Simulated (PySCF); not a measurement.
**Field gradients at the hydrogen positions**

C4H10F2SSi.
Geometry (GFN2-xTB, Å), atoms numbered from 1 in this order:
```xyz
18
C4H10F2SSi angstrom
C     -2.338   -0.458   -0.196
C     -0.957    0.164   -0.325
S     -1.104    1.981   -0.559
C     -0.075   -0.163    0.874
C      1.348    0.375    0.737
F      1.951    0.302    1.995
Si     2.497   -0.561   -0.486
F      1.889   -0.362   -1.966
H     -2.820   -0.134    0.725
H     -2.965   -0.167   -1.035
H     -2.260   -1.543   -0.182
H     -0.482   -0.170   -1.249
H     -1.681    2.224    0.618
H     -0.518    0.265    1.780
H     -0.045   -1.249    1.004
H      1.304    1.449    0.511
H      2.435   -1.993   -0.245
H      3.813    0.047   -0.506
```

Level: PBE0/pcSseg-1 (PySCF, non-relativistic); Q(2H) = 0.00286 b; rigid geometry, the same for H and D, with no vibrational averaging.

**Question.** Rank these positions by the coupling χzz of a deuteron there, largest first.
A. H14 (methylene hydrogen)
B. H9 (methyl hydrogen)
C. H16 (methine hydrogen)
D. H13 (S–H hydrogen)
E. H17 (Si–H hydrogen)

**Answer.** B (209 kHz), A (198 kHz), C (186 kHz), D (165 kHz), E (111 kHz).

**Question.** Tabulate Vzz, the asymmetry η and χzz = 234.96 MHz × Q × Vzz for every hydrogen position.

**Answer.** 
```json
{"atom": "H9", "bonded to": "C1", "bond length (Å)": "1.089", "Vzz (au)": "0.3112", "η": "0.04", "χzz (kHz)": "209"}
{"atom": "H10", "bonded to": "C1", "bond length (Å)": "1.087", "Vzz (au)": "0.3124", "η": "0.02", "χzz (kHz)": "210"}
{"atom": "H11", "bonded to": "C1", "bond length (Å)": "1.088", "Vzz (au)": "0.3134", "η": "0.03", "χzz (kHz)": "211"}
{"atom": "H12", "bonded to": "C2", "bond length (Å)": "1.092", "Vzz (au)": "0.2922", "η": "0.03", "χzz (kHz)": "196"}
{"atom": "H13", "bonded to": "S3", "bond length (Å)": "1.333", "Vzz (au)": "0.2451", "η": "0.17", "χzz (kHz)": "165"}
{"atom": "H14", "bonded to": "C4", "bond length (Å)": "1.095", "Vzz (au)": "0.2951", "η": "0.02", "χzz (kHz)": "198"}
{"atom": "H15", "bonded to": "C4", "bond length (Å)": "1.094", "Vzz (au)": "0.2985", "η": "0.02", "χzz (kHz)": "201"}
{"atom": "H16", "bonded to": "C5", "bond length (Å)": "1.098", "Vzz (au)": "0.2763", "η": "0.08", "χzz (kHz)": "186"}
{"atom": "H17", "bonded to": "Si7", "bond length (Å)": "1.454", "Vzz (au)": "0.1645", "η": "0.01", "χzz (kHz)": "111"}
{"atom": "H18", "bonded to": "Si7", "bond length (Å)": "1.450", "Vzz (au)": "0.1672", "η": "0.02", "χzz (kHz)": "112"}
```

**Question.** Average by the element that carries the hydrogen.

**Answer.** on C: 202 kHz over 7 positions, mean bond length 1.092 Å; on S: 165 kHz over 1 position, mean bond length 1.333 Å; on Si: 111 kHz over 2 positions, mean bond length 1.452 Å.

**Question.** How does χzz go with the bond length over the 7 C–H bonds?

**Answer.** A straight-line fit has a slope of -20.6 kHz for each 0.01 Å, with a correlation coefficient of -0.93, over lengths from 1.087 to 1.098 Å. The longer bonds have the smaller couplings here.

Geometry: GFN2-xTB, one conformer, isolated molecule. GFN2-xTB bond lengths can be off by several hundredths of an ångström, more for odd bonds, and the gradients follow them. The small basis limits the accuracy of the gradients.
